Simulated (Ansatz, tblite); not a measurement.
Forces on [Al(OH)4]- (AlO4H4⁻) at its r2SCAN-D4/def2-SVPD geometry. The state is a singlet with charge -1.

The xTB rows come from tblite.

GFN1-xTB (tblite), largest force 0.25 eV/Å:

```xyz
9
positions Å, forces eV/Å
Al    0.000    0.000    0.000    0.000    0.000    0.000
O    -1.300    0.843    0.893    0.016    0.138    0.211
H    -1.124    0.891    1.837   -0.029   -0.029   -0.194
O    -0.802   -0.755   -1.409   -0.196   -0.159   -0.004
H    -1.736   -0.921   -1.253    0.190    0.052   -0.023
O     0.778   -1.079    1.196    0.191   -0.161   -0.033
H     1.707   -1.229    1.003   -0.188    0.050    0.035
O     1.324    0.991   -0.680   -0.012    0.183   -0.174
H     1.153    1.258   -1.588    0.028   -0.073    0.182
```

GFN2-xTB (tblite), largest force 0.66 eV/Å:

```
Al 0.000 0.000 0.000
O 0.524 -0.199 0.342
H -0.120 0.015 -0.605
O -0.360 0.093 0.541
H 0.603 0.063 -0.113
O 0.364 0.205 -0.506
H -0.602 0.051 0.126
O -0.528 -0.101 -0.376
H 0.118 -0.128 0.592
```

CAM-B3LYP-D4/def2-TZVPD (Ansatz), largest force 0.43 eV/Å:

```
Al 0.000 0.000 0.000
O 0.381 -0.184 -0.066
H -0.034 -0.016 -0.167
O 0.047 0.139 0.402
H 0.165 0.037 -0.030
O -0.042 0.229 -0.359
H -0.164 0.033 0.038
O -0.385 -0.184 0.023
H 0.033 -0.054 0.159
```
